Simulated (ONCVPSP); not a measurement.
## Before and after: ONCV potential for Os

```
Element                 : osmium (Os)
Generator               : ONCVPSP 4.0.1
Type                    : optimised norm-conserving Vanderbilt (ONCV)
Functional              : PBE
Relativity              : scalar-relativistic
Frozen core             : [Kr] 4d10 4f14
Valence charge          : 16
Reference configuration : 5s2 5p6 5d6 6s2
Partial waves           : 5s+6s: rc 1.75 bohr, ncon 4, nbas 7, qcut 5.6 1/bohr, 2 projectors; 5p: rc 2.00 bohr, ncon 5, nbas 8, qcut 8 1/bohr, 2 projectors, debl 2.6 Ha; 5d: rc 1.55 bohr, ncon 4, nbas 8, qcut 6.9 1/bohr, 1 projector
Local potential         : polynomial inside 1.00 bohr (lpopt 1, dvloc0 0 Ha)
Core correction         : Teter function fitted to the true core (icmod 2), fcfact 0.5
```

Change: all radii but the core radius scaled by about 1.21 (s 2.12, p 2.42, d 1.88 bohr); local potential polynomial inside 1.22 bohr (lpopt 1, dvloc0 0 Ha). In the p channel the program set the typed energies aside and used -1.868, 0.050 Ha.

Cutoffs: the cutoffs (Ha) at which the residual kinetic energy of the hardest occupied pseudo-wave falls to 1 and 0.1 mHa per electron; they do not see the model core or the augmentation charge, which bear on the density cutoff. Errors are all-electron minus pseudo energies relative to the spin-unpolarised reference configuration.

Question: What does the change do?

Answer: The potential gets neither clearly harder nor softer (17 Ha and 29 Ha → 17 Ha and 20 Ha); the d channel sets the loose cutoff, while the largest relative change is in s, which becomes softer; of the 4 tests that both files solve, the error grows in 2 and shrinks in 0 by more than 15 % and 0.3 meV (median size 8.5 → 10.6 meV); neither file shows a bound ghost.

```tsv
quantity	base	changed
cutoff, loose	17 Ha	17 Ha
cutoff, tight	29 Ha	20 Ha
loose cutoff by channel	s 14 Ha, p 14 Ha, d 17 Ha	s 8.1 Ha, p 13 Ha, d 17 Ha
bound ghosts	none	none
GHOST(+) flags under 300 eV	s at 86.4 eV	none
error for 5s2 5p6 5d6 6s1, meV [ΔE 9.58 eV]	-5.1	-5.7
error for 5s2 5p6 5d6 6s0, meV [ΔE 26.49 eV]	-18	-21
error for 5s2 5p6 5d5 6s0, meV [ΔE 55.34 eV]	-12	-15
error for 5s2 5p6 5d6 6s1.5, meV [ΔE 3.91 eV]	-1.8	-2.0
rms error of d²Exc/dni dnj with the model core, mHa	1.41	1.58
```
